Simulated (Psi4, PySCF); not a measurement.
Here is a job for PySCF.
```python
from pyscf import gto, scf, mp

mol = gto.Mole()
mol.atom = '''
    C     1.86908909   -0.27599836   -0.68761294
    O     1.07798847   -0.60316654    0.41237537
    C    -0.01183540    0.34650925    0.70298535
    O     0.06024219    1.51643286    0.21198255
    O    -1.24530684   -0.38149268    0.62135395
    C    -1.78788964   -0.45297271   -0.67634249
    H     1.71721028    0.78373111   -0.93425118
    H     2.92678385   -0.44249221   -0.44191098
    H     1.61292623   -0.88849507   -1.57068801
    H    -2.83692428   -0.75904479   -0.59427720
    H    -1.24878568   -1.18391595   -1.29919161
    H    -1.73078510    0.53079867   -1.15955538
'''
mol.basis = '6-31g**'
mol.charge = -1
mol.spin = 1
mol.verbose = 4
mol.build()

mf = scf.UHF(mol)
mf.kernel()

pt = mp.MP2(mf, frozen=6)
pt.kernel()
print('E(MP2) = %.10f' % pt.e_tot)
```

Q: Give the equivalent Psi4 input.

A: Several could match; the one computed here: 
```
memory 2 GB

molecule {
-1 2
  C     1.86908909   -0.27599836   -0.68761294
  O     1.07798847   -0.60316654    0.41237537
  C    -0.01183540    0.34650925    0.70298535
  O     0.06024219    1.51643286    0.21198255
  O    -1.24530684   -0.38149268    0.62135395
  C    -1.78788964   -0.45297271   -0.67634249
  H     1.71721028    0.78373111   -0.93425118
  H     2.92678385   -0.44249221   -0.44191098
  H     1.61292623   -0.88849507   -1.57068801
  H    -2.83692428   -0.75904479   -0.59427720
  H    -1.24878568   -1.18391595   -1.29919161
  H    -1.73078510    0.53079867   -1.15955538
}

set basis 6-31g**
set reference uhf
set freeze_core true
set mp2_type conv
set scf_type pk
set puream true
set d_convergence 1e-8

energy('mp2')
print_variables()
```

Both were run: PySCF gave -342.547303 Eh and Psi4 -342.547303 Eh, 0.000 mEh apart.
